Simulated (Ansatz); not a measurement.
Molecule: sum formula BOF, net charge -1, doublet state. 
Geometry from a B3LYP-D3(BJ)/def2-TZVP (Ansatz, an electronic-structure program) optimisation:
```xyz
3

F     -1.1764    -0.0057    -0.0825
B      0.1418     0.3597     0.2079
O      1.2348    -0.2184    -0.0371
```
Charge -1, spin multiplicity 2.

Parts of the frozen-core correlation energy in cc-pVDZ (Ansatz, hartree). Frozen orbitals: 3; correlated occupied orbitals by spin: 9 and 8; virtual: 30 and 31. UHF or UKS for open shells. Spin-orbit coupling is left out. Non-relativistic.

```json
[
 {"term": "reference (HF)", "value": "-199.03942"},
 {"term": "MP2 opposite-spin", "value": "…"},
 {"term": "MP2 same-spin", "value": "-0.12445"},
 {"term": "CCSD correlation", "value": "…"},
 {"term": "(T)", "value": "…"},
 {"term": "CCSDT minus CCSD(T)", "value": "-0.00065"},
 {"term": "T1 diagnostic", "value": "0.020"},
 {"term": "largest doubles amplitude", "value": "0.059"},
 {"term": "<S^2> of the reference", "value": "0.759"}
]
```

What belongs in the gaps?


- MP2 opposite-spin, value: -0.31981
- CCSD correlation, value: -0.45019
- (T), value: -0.01105
